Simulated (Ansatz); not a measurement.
Consider the redistribution: `[OH][Ga]([F])[Cl]` + `CC(C)(C)[O][Ge][F]` → `CC(C)(C)[O][Ga]([F])[Cl]` + `[OH][Ge][F]`.

Isolated molecules relaxed with PBE0-D4/def2-TZVP in Ansatz; ΔE leaves out vibrations. CBS: MP2 limit from def2 TZ/QZ plus the TZ coupled-cluster correction, frozen cores. For Ga, Ge outer-core shells are correlated without core-valence functions, which leaves a few kJ/mol of doubt a bond. Scalar relativity is left out up to krypton. One conformer a species, not always the lowest.

```
                   species  CCSD(T)/def2-TZVPP energy (Eh)
       `[OH][Ga]([F])[Cl]`                     -2558.80418
      `CC(C)(C)[O][Ge][F]`                     -2408.10587
`CC(C)(C)[O][Ga]([F])[Cl]`                     -2715.76249
             `[OH][Ge][F]`                     -2251.14909
```

(1) Work out ΔE.

Largest T1 diagnostic among the species: 0.015.

Results:

(1) ΔE = (-2715.76249) + (-2251.14909) − (-2558.80418) − (-2408.10587) = -0.00153 Eh = -0.04 eV. CCSD(T)/CBS gives -0.04 eV.

Leaving LDA and LC-ωPBE aside and taking each functional with its dispersion term where it has one, the values, not all of them listed here, spread over 0.03 eV, from B97M-V to BLYP-D4.
